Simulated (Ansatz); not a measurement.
Consider the cleavage of the Si–Ge bond: `FC#[C][GeH2][SiH3]` + `O[Si]Br` → `[SiH3]O[Si]Br` + `FC#[C][GeH3]`.

Isolated molecules relaxed with PBE0-D4/def2-TZVP in Ansatz; ΔE leaves out vibrations. CCSD(T)/CBS is the MP2 limit (def2-TZVPP, def2-QZVPP) plus CCSD(T) − MP2 in def2-TZVPP, frozen cores. DFT in def2-TZVPP. For Br, Ge outer-core shells are correlated without core-valence functions, which leaves a few kJ/mol of doubt a bond. Scalar relativity is left out up to krypton. One conformer a species, not always the lowest.

```
             species  PBE energy (Eh)
`FC#[C][GeH2][SiH3]`      -2544.87477
           `O[Si]Br`      -2938.97544
     `[SiH3]O[Si]Br`      -3229.55321
      `FC#[C][GeH3]`      -2254.31859
```

Question: Work out ΔE.

Answer: ΔE = (-3229.55321) + (-2254.31859) − (-2544.87477) − (-2938.97544) = -0.02159 Eh = -13.5 kcal/mol. CCSD(T)/CBS gives -19.2 kcal/mol.

Question: What do rigid-rotor, harmonic-oscillator terms from PBE0-D4/def2-TZVP frequencies (298.15 K, 1 bar) make of the CCSD(T)/CBS value? (An estimate is asked.)

Answer: Ansatz gave: ΔZPE = -0.9 kcal/mol, ΔH = -20.2 kcal/mol, ΔS = -11 J/(mol·K), ΔG = -19.4 kcal/mol.

Largest T1 diagnostic among the species: 0.013.

Leaving LDA and LC-ωPBE aside and taking each functional with its dispersion term where it has one, the values, not all of them listed here, spread over 7.9 kcal/mol, from BHLYP-D4 to PBE-D4. LDA lies −0.8 kcal/mol from PBE without D4. From BLYP to BHLYP (50 % exact exchange), in def2-TZVPP and without D4, ΔE moves by −3.9 kcal/mol.
